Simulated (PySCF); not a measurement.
Input of a run (PBE0-D3(BJ)/def2-SVP geometry optimisation, gas phase (PySCF 2.14.0)), started from a GFN2-xTB structure with every atom displaced at random (by about 0.01 Å):
```
{"job": {"xc": "PBE0", "basis": "def2-SVP", "d3": "d3bj", "grid": 1, "shake": 0.01, "kind": "geom"}, "charge": 0, "multiplicity": 1}
Si     1.679690    -0.156800    -0.326120
C      0.004900    -0.147840     0.574740
C     -1.261820    -0.587010    -0.137430
C     -1.025260     0.855420     0.220190
H      2.541550     0.852560     0.277270
H      2.258280    -1.458780    -0.252190
H      1.439860     0.221960    -1.732710
H      0.072310    -0.400550     1.623320
H     -1.970840    -1.157080     0.442330
H     -1.173670    -0.869240    -1.158870
H     -1.666620     1.265660     1.029930
H     -0.858690     1.553440    -0.569470
```

Output (energies in Eh, forces in Eh/bohr):
```
step   0  E = -408.14426969  max force = 0.032609
step   1  E = -408.14972219  max force = 0.005110
step   2  E = -408.14983708  max force = 0.000981
step   3  E = -408.14984809  max force = 0.000286
optimisation converged
```

Question: Summarise the run.

Answer: The energy falls by 0.152 eV over 4 energy and gradient evaluations, the largest force component goes from 0.0326 to 2.9e-04 Eh/bohr, and the atoms move by 0.031 Å rms after alignment. The bond that changes most is Si1–H6 (SiH3 silicon to Si–H hydrogen), which lengthens by 0.069 Å. Bonds longer at the end by more than 0.005 Å: 8 of 12; shorter: 4. Among the angles that change most is H5–Si1–H6, from 111.8° to 108.1°. The energy never rose by more than 1e-6 Eh on the way. The first step brought 98 % of the lowering.

Question: What are the final bond lengths?

Answer: Si1–C2 1.866 Å, C2–C3 1.510 Å, C3–C4 1.492 Å, C2–C4 1.510 Å, Si1–H5 1.496 Å, Si1–H6 1.496 Å, Si1–H7 1.498 Å, C2–H8 1.096 Å, C3–H9 1.093 Å, C3–H10 1.094 Å, C4–H11 1.094 Å, C4–H12 1.094 Å. Numbering counts from 1 in the input's order; the species is `[SiH3]C1CC1`.

The run used 100 basis functions and 24 SCF cycles in all.

PBE0-D3(BJ)/def2-SVP frequencies: not computed here.
